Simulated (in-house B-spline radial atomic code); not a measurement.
Configurations of Al IV (Al3+), with energies counted from [He] 2s2 2p6. Computed with a B-spline radial code for spherical atoms: non-relativistic PBE0, spin-polarised, spherical fractional occupations, exact exchange averaged over the configuration, point nucleus. Shells without spins written out take the highest spin.

Occupations are held fixed; configurations that lie above the ionisation limit could autoionise.

```tsv
configuration	E - E(ref) (eV)	highest orbital	its <r> (bohr)
[He] 2s2 2p5 3d1	94.452	3d up	2.399
[He] 2s1 2p6 3s1	116.03	3s up	1.919
[He] 2s1 2p6 3d1	133.94	3d up	2.395
```

(1) Order these further configurations by energy, lowest first.
A. [He] 2s1 2p6 3p1
B. [He] 2s2 2p5 3s1
C. [He] 2s2 2p5 3p1

## Answers

(1) B (76.469 eV), C (84.315 eV), A (123.93 eV).
